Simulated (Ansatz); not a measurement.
Mulliken charges of F6SSi2 (`F[Si](F)(F)S[Si](F)(F)F`) from PBE/def2-TZVPP in Ansatz (PBE0-D4/def2-TZVP geometry).

```json
{"atom": "F1", "x (Å)": "2.057", "y (Å)": "-0.768", "z (Å)": "1.093", "charge (e)": "-0.225"}
{"atom": "Si2", "x (Å)": "1.470", "y (Å)": "-0.544", "z (Å)": "-0.343", "charge (e)": "0.792"}
{"atom": "F3", "x (Å)": "0.547", "y (Å)": "-1.768", "z (Å)": "-0.683", "charge (e)": "-0.225"}
{"atom": "F4", "x (Å)": "2.667", "y (Å)": "-0.499", "z (Å)": "-1.355", "charge (e)": "-0.230"}
{"atom": "S5", "x (Å)": "0.439", "y (Å)": "1.281", "z (Å)": "-0.512", "charge (e)": "-0.227"}
{"atom": "Si6", "x (Å)": "-1.407", "y (Å)": "0.665", "z (Å)": "0.287", "charge (e)": "0.792"}
{"atom": "F7", "x (Å)": "-2.309", "y (Å)": "-0.052", "z (Å)": "-0.776", "charge (e)": "-0.225"}
{"atom": "F8", "x (Å)": "-2.158", "y (Å)": "1.953", "z (Å)": "0.772", "charge (e)": "-0.230"}
{"atom": "F9", "x (Å)": "-1.218", "y (Å)": "-0.315", "z (Å)": "1.499", "charge (e)": "-0.225"}
```

Question: By hand: the dipole of these point charges (1 e Å = 4.8032 D).

Answer: Σ q r = (0.041, 0.124, -0.049) e Å, of length 0.139 e Å = 0.67 D.

Question: How does the dipole of the full density compare? (An estimate is asked.)

Answer: Computed: (0.051, 0.152, -0.060) e Å, 0.82 D; the point charges give 0.82 times that, at 0° from its direction.

Point charges leave out the atoms' own dipoles, such as those of lone pairs, and Mulliken's split depends on the basis, so the two needn't agree.
